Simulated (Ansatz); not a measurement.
```yaml
crystal:
  periodic: [false, false, false]
  atoms:
    - {symbol: C, position_ang: [-0.334166, 1.421493, -0.452567]}
    - {symbol: N, position_ang: [0.077801, 0.121214, -0.138103]}
    - {symbol: Si, position_ang: [0.861471, -0.065014, 1.418313]}
    - {symbol: In, position_ang: [-0.902503, -1.602704, -1.350969]}
    - {symbol: H, position_ang: [0.802610, 1.693461, -0.800245]}
    - {symbol: H, position_ang: [-1.113757, 1.347321, -1.568394]}
    - {symbol: H, position_ang: [-0.836348, 2.049629, 0.059109]}
    - {symbol: H, position_ang: [0.946596, -1.475226, 1.665914]}
    - {symbol: H, position_ang: [0.290284, 0.551425, 2.693190]}
    - {symbol: H, position_ang: [2.282112, 0.442477, 0.974865]}
    - {symbol: H, position_ang: [-1.781000, -1.078162, -2.382070]}
    - {symbol: H, position_ang: [-0.497665, -3.381986, -0.337778]}
basis:
  gaussian: {orbitals: ANO-RCC-VTZP}
hamiltonian: {xc: {name: LC-wPBE}}
relax: {f_tol: 0.001, max_steps: 2}
```

```sh
$ ansatz run in.yaml --threads 4 --pin off --events-out ev --progress --plain --max-ram 10444MiB
```

Shortened log:

```
Functional definition: LC-wPBE
1879 factors; their error is unknown
845 factors; integrals over basis functions are off by at most 1.1e-5 eV
mean field evaluation 1: about -170554.4669 eV, gradient 5.9e1 eV
mean field evaluation 2: about -170543.0580 eV, gradient 9.0e1 eV
mean field evaluation 4: about -170562.0780 eV, gradient 3.4e0 eV
mean field evaluation 8: about -170562.1089 eV, gradient 1.2e-1 eV
mean field evaluation 16: about -170562.0625 eV, gradient 7.7e-4 eV
mean field -170562.06251333 eV, -6268.0401862466 hartree, gradient 1.9e-5 eV, S^2 0.000000; 0 other end points of the search recorded, 0 dependent functions left out
reference -170562.06251334 eV, -6268.0401862470 hartree; 42, 42 occupied and 232, 232 virtual orbitals, 1879 factors
relax step   1: F+E_penalty+E_count = -170562.06251333 eV  Δ(F+E_penalty+E_count) = +0.000e0 eV  max|allowed force component| = 1.035e1 eV/Å  Δτ_max = 0.0000 Å  (34 SCF iters, accepted)
1879 factors; their error is unknown
845 factors; integrals over basis functions are off by at most 1.1e-5 eV
mean field -170565.55935687 eV, -6268.1686928765 hartree, gradient 2.0e-5 eV, S^2 0.000000; 0 other end points of the search recorded, 0 dependent functions left out
reference -170565.55935688 eV, -6268.1686928769 hartree; 42, 42 occupied and 232, 232 virtual orbitals, 1879 factors
relax step   2: F+E_penalty+E_count = -170565.55935687 eV  Δ(F+E_penalty+E_count) = -3.497e0 eV  max|allowed force component| = 4.680e0 eV/Å  Δτ_max = 0.1946 Å  (41 SCF iters, accepted)
Error: geometry relaxation did not converge after 2 steps: max|allowed force component| = 4.68e0 eV/Å (threshold 1.0e-3). Raise `relax.max_steps` over both its present limit and 2, loosen `relax.f_tol`, or start from a geometry closer to equilibrium. Where this run's directory can be resumed (`checkpoint.write`), a resume goes on for up to `relax.max_steps` more
```

In this input the relaxation is allowed too few steps for its threshold. No converged result was reached.
